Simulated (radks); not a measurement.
Results of a calculation; reference values are marked as such.
Problem. Species: Re4+. Configuration: [Xe] 4f14 5d2 6p1 (not the ground configuration). Code: a radial shooting solver on a logarithmic mesh with Libxc functionals. Model: scalar-relativistic Kohn-Sham, PBE, spin-polarised, spherical densities, point nucleus; open shells are filled with parallel spins first (spin-orbit coupling, left out, can overturn this in heavy ions). Some entries of the table are withheld. Estimate them.

orbital,occ.,eigenvalue (hartree),r(max) (bohr),<r^2> (bohr^2)
1s up,1,-2635.597,0.01124,0.0004477
1s down,1,-2635.596,0.01124,0.0004477
2s up,1,-458.5003,0.06451,0.006873
2s down,1,-458.4949,0.06451,0.006873
2p up,3,-400.3150,0.05303,0.005708
2p down,3,-400.3103,0.05303,0.005708
3s up,1,-107.5728,0.1819,0.04455
3s down,1,-107.5709,0.1819,0.04455
3p up,3,-90.41916,0.1803,0.04539
3p down,3,-90.41695,0.1803,0.04539
3d up,5,-70.99187,0.1469,0.03763
3d down,5,-70.98801,0.1469,0.03764
4s up,1,-23.91375,0.4125,0.2190
4s down,1,-23.90840,0.4126,0.2190
4p up,3,-18.28835,0.4330,0.2497
4p down,3,-18.28327,0.4330,0.2497
4d up,5,-11.23500,0.4432,0.2895
4d down,5,-11.22888,0.4433,0.2893
5s up,1,-4.97136,0.9358,1.180
5s down,1,-4.92163,0.9331,1.169
5p up,3,-3.53679,1.053,1.561
5p down,3,-3.47311,1.049,1.544
4f up,7,-3.40464,0.4168,0.4144
4f down,7,-3.39300,0.4167,0.4097
5d up,2,(1),(2),2.777
5d down,0,(3),(4),2.749
6p up,1,-1.21955,2.555,8.330

Solution. 
(1) 5d up eigenvalue (hartree): -1.86270
(2) 5d up r(max) (bohr): 1.327
(3) 5d down eigenvalue (hartree): -1.78145
(4) 5d down r(max) (bohr): 1.317
